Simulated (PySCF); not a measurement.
**Field gradients at the hydrogen positions**

Compound: C₉H₁₅F.
Structure used (GFN2-xTB), in Å, numbered top down from 1:
```xyz
25
C9H15F angstrom
C      2.506   -0.302    0.220
C      1.172    0.438    0.244
C      0.300    0.021    1.442
C     -1.163   -0.085    1.009
C     -1.562    1.189    0.261
C     -0.791    1.250   -1.065
C      0.333    0.214   -1.022
F      1.133    0.386   -2.150
C     -0.270   -1.187   -1.049
C     -1.320   -1.283    0.069
H      3.084   -0.007   -0.653
H      3.077   -0.060    1.114
H      2.360   -1.379    0.188
H      1.392    1.510    0.298
H      0.403    0.745    2.252
H      0.630   -0.947    1.823
H     -1.802   -0.217    1.887
H     -2.637    1.192    0.075
H     -1.333    2.058    0.880
H     -1.441    1.027   -1.913
H     -0.360    2.238   -1.231
H      0.519   -1.926   -0.916
H     -0.716   -1.359   -2.030
H     -2.327   -1.281   -0.350
H     -1.197   -2.213    0.625
```

Level: PBE0/pcSseg-1 (PySCF, non-relativistic); Q(2H) = 0.00286 b; rigid geometry, the same for H and D, with no vibrational averaging.

Question: Rank these positions by the coupling χzz of a deuteron there, largest first.
A. H11 (methyl hydrogen)
B. H17 (methine hydrogen)
C. H18 (methylene hydrogen)

Answer: A (211 kHz), C (206 kHz), B (202 kHz).

Q: Tabulate Vzz, the asymmetry η and χzz = 234.96 MHz × Q × Vzz for every hydrogen position.

A: 
| atom | bonded to | bond length (Å) | Vzz (au) | η | χzz (kHz) |
| --- | --- | --- | --- | --- | --- |
| H11 | C1 | 1.087 | 0.3135 | 0.02 | 211 |
| H12 | C1 | 1.088 | 0.3161 | 0.02 | 212 |
| H13 | C1 | 1.087 | 0.3163 | 0.03 | 213 |
| H14 | C2 | 1.095 | 0.2946 | 0.02 | 198 |
| H15 | C3 | 1.091 | 0.3073 | 0.01 | 207 |
| H16 | C3 | 1.092 | 0.3035 | 0.02 | 204 |
| H17 | C4 | 1.094 | 0.2999 | 0.00 | 202 |
| H18 | C5 | 1.091 | 0.3067 | 0.01 | 206 |
| H19 | C5 | 1.091 | 0.3056 | 0.01 | 205 |
| H20 | C6 | 1.091 | 0.3054 | 0.01 | 205 |
| H21 | C6 | 1.091 | 0.3060 | 0.00 | 206 |
| H22 | C9 | 1.090 | 0.3079 | 0.01 | 207 |
| H23 | C9 | 1.091 | 0.3053 | 0.00 | 205 |
| H24 | C10 | 1.091 | 0.3056 | 0.01 | 205 |
| H25 | C10 | 1.091 | 0.3065 | 0.01 | 206 |

Q: How does χzz go with the bond length over the 15 C–H bonds?

A: A straight-line fit has a slope of -16.6 kHz for each 0.01 Å, with a correlation coefficient of -0.98, over lengths from 1.087 to 1.095 Å. The longer bonds have the smaller couplings here.

Geometry: GFN2-xTB; no solvent, vibrations or thermal averaging. GFN2-xTB bond lengths can be off by several hundredths of an ångström, more for odd bonds, and the gradients follow them. The small basis limits the accuracy of the gradients.

The run behind these numbers computed NMR shieldings as well. Time: 60 s of wall time. Hardware: an x86-64 server with one thread, shared host.
